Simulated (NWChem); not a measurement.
GaN$_{3}$H$_{6}$; SMILES [NH2][Ga]([NH2])[NH2]

```xyz
10

Ga    -0.0023     0.0001    -0.0022
N     -0.8980     1.5861     0.0240
H     -1.8761     1.6447    -0.2311
H     -0.4257     2.4568    -0.1856
N      1.8210    -0.0153     0.0168
H      2.3261    -0.8499     0.2891
H      2.3399     0.8108     0.2891
N     -0.9244    -1.5708     0.0240
H     -0.4667    -2.4494    -0.1856
H     -1.9033    -1.6130    -0.2311
```
Atoms are numbered in this order, from 1.

Level: PBE0/def2-SVP (NWChem), optimised geometry, unscaled harmonic frequencies. 

Q: List the harmonic frequencies with IR intensities, and the thermochemistry.

A: 
```json
[
 {"frequency (cm⁻¹)": "134", "IR intensity (km/mol)": "21.7"},
 {"frequency (cm⁻¹)": "170", "IR intensity (km/mol)": "6.1"},
 {"frequency (cm⁻¹)": "172", "IR intensity (km/mol)": "0.2"},
 {"frequency (cm⁻¹)": "196", "IR intensity (km/mol)": "25.5"},
 {"frequency (cm⁻¹)": "220", "IR intensity (km/mol)": "48.1"},
 {"frequency (cm⁻¹)": "280", "IR intensity (km/mol)": "445.7"},
 {"frequency (cm⁻¹)": "288", "IR intensity (km/mol)": "52.1"},
 {"frequency (cm⁻¹)": "300", "IR intensity (km/mol)": "2.6"},
 {"frequency (cm⁻¹)": "312", "IR intensity (km/mol)": "9.7"},
 {"frequency (cm⁻¹)": "663", "IR intensity (km/mol)": "0.2"},
 {"frequency (cm⁻¹)": "672", "IR intensity (km/mol)": "0.1"},
 {"frequency (cm⁻¹)": "721", "IR intensity (km/mol)": "51.9"},
 {"frequency (cm⁻¹)": "723", "IR intensity (km/mol)": "52.1"},
 {"frequency (cm⁻¹)": "787", "IR intensity (km/mol)": "100.7"},
 {"frequency (cm⁻¹)": "790", "IR intensity (km/mol)": "98.1"},
 {"frequency (cm⁻¹)": "1527", "IR intensity (km/mol)": "33.2"},
 {"frequency (cm⁻¹)": "1530", "IR intensity (km/mol)": "40.7"},
 {"frequency (cm⁻¹)": "1544", "IR intensity (km/mol)": "1.2"},
 {"frequency (cm⁻¹)": "3619", "IR intensity (km/mol)": "15.7"},
 {"frequency (cm⁻¹)": "3622", "IR intensity (km/mol)": "22.5"},
 {"frequency (cm⁻¹)": "3623", "IR intensity (km/mol)": "8.9"},
 {"frequency (cm⁻¹)": "3721", "IR intensity (km/mol)": "22.4"},
 {"frequency (cm⁻¹)": "3725", "IR intensity (km/mol)": "26.4"},
 {"frequency (cm⁻¹)": "3725", "IR intensity (km/mol)": "13.4"}
]
```

The zero-point energy comes out as 47.2 kcal/mol, the thermal correction to the enthalpy at 298.15 K (with zero-point energy) is 53.0 kcal/mol and the heat capacity Cv is 26.9 cal/(mol K). The entropy at 298.15 K and 1 atm (symmetry number 1) comes out as 85.2 cal/(mol K). The dipole moment is 0.58 D.

Rigid rotor and harmonic oscillator.
